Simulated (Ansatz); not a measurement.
`C[CH](F)[AlH2]` + H₂ → `C[CH2][AlH2]` + H–F at 700 K and 1 bar (hydrogenolysis of a C–F bond).

Program: Ansatz. Geometries: PBE0-D4/def2-TZVP. ΔE: electronic, gas phase. CBS: MP2 limit from def2 TZ/QZ plus the TZ coupled-cluster correction, frozen cores. This one scheme is used for every species.

```csv
species,CCSD(T)/CBS energy (Eh),H − E (kJ/mol),S (J/(mol·K))
`C[CH](F)[AlH2]`,-421.48707,254.6,435.8
H₂,-1.17544,46.8,155.3
`C[CH2][AlH2]`,-322.31200,268.1,406.7
H–F,-100.39570,45.2,198.5
```

H − E and S are ideal-gas, rigid-rotor, harmonic terms from PBE0-D4/def2-TZVP, for one conformer and one mirror image of each species. The MP2-based limit puts H₂ 0.8 mEh under its directly extrapolated value; such offsets cancel only in part. 1 Eh = 2625.50 kJ/mol, R = 8.31446 J/(mol·K).

Task: By hand: ΔE, ΔH, ΔS and ΔG.

Result: ΔE = (-322.31200) + (-100.39570) − (-421.48707) − (-1.17544) = -0.04519 Eh = -118.6 kJ/mol. Δ(H − E) = 268.1 + 45.2 − 254.6 − 46.8 = 11.9, so ΔH = -106.7 kJ/mol. ΔS = 406.7 + 198.5 − 435.8 − 155.3 = 14.1 J/(mol·K). ΔG = -106.7 − 700 × (14.1)/1000 = -116.6 kJ/mol.

Task: By hand: the equilibrium constant, and the temperature at which ΔG would vanish if ΔH and ΔS stayed fixed.

Result: log₁₀ K = −ΔG/(RT ln 10) = 8.7. ΔH and −TΔS have one sign here, so there is no such temperature.

The number of gas molecules stays the same, so ΔS is small and ΔH decides. A doubt of 5 kJ/mol in ΔE shifts log₁₀ K by 0.4 here. Other conformers and mirror images would add mixing entropy, several J/(mol·K) or more a flexible species. These are equilibria of isolated gas molecules and say nothing of rates. Largest T1 diagnostic: 0.011 (customary marks: 0.02 for closed shells, 0.045 for open ones).
